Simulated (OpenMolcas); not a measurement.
**Te2+: Slater's ratio, worked from levels**

```yaml
Program: OpenMolcas 26.06
Basis: ANO-RCC-VTZP [7s6p4d2f1g]
Scalar_Hamiltonian: DKH2, point nucleus
Active_space: 4 electrons in 4 orbitals (5s 5p)
State_averaging: 2S+1 = 3 even, 6 roots; 2S+1 = 1 even, 12 roots; 2S+1 = 5 odd, 1 root; 2S+1 = 3 odd, 9 roots; 2S+1 = 1 odd, 8 roots
Spin-orbit_coupling: RASSI with atomic mean-field integrals over the reference wave functions, term energies averaged over their components
```

Methods: CASSCF; MS-CASPT2, IPEA 0.25 Eh, imaginary shift 0.1 Eh (closed shells correlated: 4d). Measured levels: the list in Zhang, Palmeri, Quinet and Biemont, Astron. Astrophys. 551, A136 (2013).

**Slater's ratio.** With one set of orbitals, p2 has 1D - 3P = 6 F2 and 1S - 1D = 9 F2 (F2 = F²/25), a ratio of 3/2. Term energies are centres of gravity, weighted by 2J + 1.

```
   Source  1D - 3P  1S - 3P  F2 from the first  Ratio
   CASSCF    12897    23671               2150  0.835
MS-CASPT2    10617    24374               1770  1.296
 measured    11237    24275               1873  1.160
```

Energies in cm-1. A ratio away from 3/2 shows effects beyond one configuration with one set of orbitals, and in heavier atoms second-order spin-orbit shifts. In CASSCF the valence s occupation is 1.92 in 1S against 1.98 in 1D: mixing out of s² acts most on 1S and pulls it down.

CASPT2 does not keep the components of a term degenerate, so their means are used; among the terms shown or strongly mixed into the levels shown the widest spread is 31 cm-1 (5s2 5p2 1D, MS-CASPT2). Over all roots computed the reference weight is 0.82 to 0.94 in MS-CASPT2; the roots of lowest weight are the least certain, and an intruder state may touch them. Computed and measured levels are paired by configuration, term and J; levels that our copy of the source lacks, or whose pairing is in doubt (as where it misses far off the trend of its configuration), stay unpaired and out of the deviations. Only configurations of the active space appear.
